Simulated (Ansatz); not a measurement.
The cluster Si5W4, relaxed as a triplet with UKS PBE-D4/def2-SVP in Ansatz, starting from the PBE-D4/def2-SVP geometry of the neutral singlet. Force threshold 0.03 eV/Å.

In the def2 sets W takes a core potential; there is no spin–orbit coupling. At PBE-D4/def2-SVP a singlet of charge 0 lies 0.25 eV below the triplet, each at its own geometry. The structure comes from a short search, and lower isomers may exist.

Start:

```xyz
9

W     1.905   -1.164    0.514
W     1.219    1.001    1.332
W     1.505    0.341   -1.334
W     0.010   -1.906   -0.789
Si   -0.047    2.068   -0.549
Si   -0.333   -1.010    1.579
Si   -0.865    0.134   -1.948
Si   -2.109   -0.722   -0.116
Si   -1.285    1.257    1.310
```

```tsv
step	energy (eV)	largest force component (eV/Å)	SCF passes
1	-46664.0642	0.868	134
2	-46664.1119	0.811	70
3	-46664.2083	0.123	71
4	-46664.2137	0.202	76
5	-46664.2204	0.241	70
6	-46664.2295	0.340	61
7	-46664.2449	0.258	56
8	-46664.2772	0.455	58
9	-46664.3092	0.373	53
10 (rejected)	-46664.2198	0.977	62
11	-46664.3447	0.121	57
12	-46664.3522	0.097	52
13	-46664.3544	0.086	46
14	-46664.3547	0.074	44
15 (rejected)	-46664.3542	0.086	43
16	-46664.3556	0.014	43
```

Force components are those of the run's own axes.

End:

Cartesian coordinates in Å:
```
W 1.923 -1.048 0.625
W 1.159 1.073 1.450
W 1.468 0.140 -1.474
W 0.082 -1.826 -0.930
Si 0.236 2.116 -0.590
Si -0.348 -1.029 1.521
Si -1.006 0.248 -1.771
Si -2.192 -0.923 -0.060
Si -1.322 1.248 1.229
```

By distances, no bond broke or formed. The bond that changes most is W2–W3, from 2.76 to 3.09 Å (atoms count from 1).

No frequencies were taken in this run, so the end may be a saddle point.

Run time 6.5 min (4 threads of Intel Xeon on a shared host).
